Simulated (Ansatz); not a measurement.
`[SH][SnH2][Cl]`. Total charge 0; spin multiplicity 1. Sn takes the def2 core potential.

```json
{"atom": "S1", "x (Å)": "0.636", "y (Å)": "0.234", "z (Å)": "1.789"}
{"atom": "Sn2", "x (Å)": "-0.239", "y (Å)": "0.292", "z (Å)": "-0.429"}
{"atom": "Cl3", "x (Å)": "-1.682", "y (Å)": "-1.517", "z (Å)": "-0.722"}
{"atom": "H4", "x (Å)": "1.468", "y (Å)": "-0.786", "z (Å)": "1.518"}
{"atom": "H5", "x (Å)": "0.991", "y (Å)": "0.076", "z (Å)": "-1.581"}
{"atom": "H6", "x (Å)": "-1.174", "y (Å)": "1.700", "z (Å)": "-0.576"}
```

(1) List the harmonic frequencies (cm⁻¹, unscaled) at PBE0-D4/def2-TZVP in Ansatz. (Best estimate.)

(2) Is this a minimum?

(3) Give the ideal-gas thermochemistry at 298.15 K and 1 bar (rigid rotor, harmonic oscillator; point group C1, symmetry number 1).

(4) Rotational constants (cm⁻¹)?

Answers

(1) Ansatz gave: 104, 147, 364, 369, 379, 521, 629, 678, 732, 1969, 1989, 2714.

(2) Yes, all 12 modes are real.

(3) Zero-point energy 63.4 kJ/mol; H(298) − E = 81.1 kJ/mol; entropy 334.6 J/(mol·K), of which translation 174.2, rotation 114.6, vibration 45.7; G(298) − E = -18.7 kJ/mol.

(4) 0.1833, 0.0654, 0.04987.
